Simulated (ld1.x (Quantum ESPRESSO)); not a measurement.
Values are calculated unless marked as measured or tabulated.
**Hardness and transferability of assorted potentials**

Generated with ld1.x 7.5 (TM, RRKJ, ultrasoft, PAW), atompaw 4.2 or ONCVPSP 4.0.1. The cutoff is in Ry: for ld1.x and atompaw files where the sum of valence levels is converged to 10 mRy in a Bessel basis, for ONCV files where the hardest occupied wave has 1 mHa per electron of residual kinetic energy. The error is the largest all-electron minus pseudo excitation energy over each file’s own four to seven test configurations (ionisations up to +4, promotions, holes and added fractions of an electron), all of which were solved. The labels leave out finer settings (local radius, basis sizes, second energies), which also bear on the numbers. Spin-polarised tests are not counted. The rows are a selection from randomly drawn settings: files with unsolved tests, undetermined cutoffs or missed reference levels are left out.

A true bound ghost makes a file unfit for plane-wave use even where its test errors are small: the radial tests pick states by their node count and pass the ghost by.

| element | potential | cutoff (Ry) | largest error (meV) | bound ghosts |
| --- | --- | --- | --- | --- |
| Li | TM, PBE, scalar-relativistic, rc 3.40/4.20/4.30 (spd), local s, core correction no, reference 2s0.5 2p0.5 | 6 | +4.7 | none |
| S | TM, LDA (PZ), scalar-relativistic, rc 1.55/1.10 (sp), local p, core correction no, reference 3s2 3p4 | 90 | +130 | none |
| Ga | PAW, PBE, scalar-relativistic, rc 1.65/2.40 (sp), local smoothed, core correction yes, reference 4s2 4p0 | 12 | -118 | s |
| Ag | TM, BLYP, scalar-relativistic, rc 2.20/2.95/1.35 (spd), local smoothed, core correction yes, reference 4d9 5s0 5p0 | 80 | -180 | none |
| Hg | TM, PBE, non-relativistic, rc 1.85/1.70/2.25 (spd), local s, core correction yes, reference 5p6 5d10 6s2 6p0 | 50 | -1347 | none |

(1) Fill in the row for Al: PAW, PBE, scalar-relativistic, rc 1.90/2.65 (sp), local smoothed, core correction yes, reference 3s2 3p1.

(2) Fill in the row for Br: TM, revPBE, scalar-relativistic, rc 1.25/1.70/1.55 (spd), local smoothed, core correction no, reference 4s2 4p5.

Answers

(1) cutoff 8 Ry, largest error -18 meV, bound ghosts: none.

(2) cutoff 50 Ry, largest error -76 meV, bound ghosts: none.
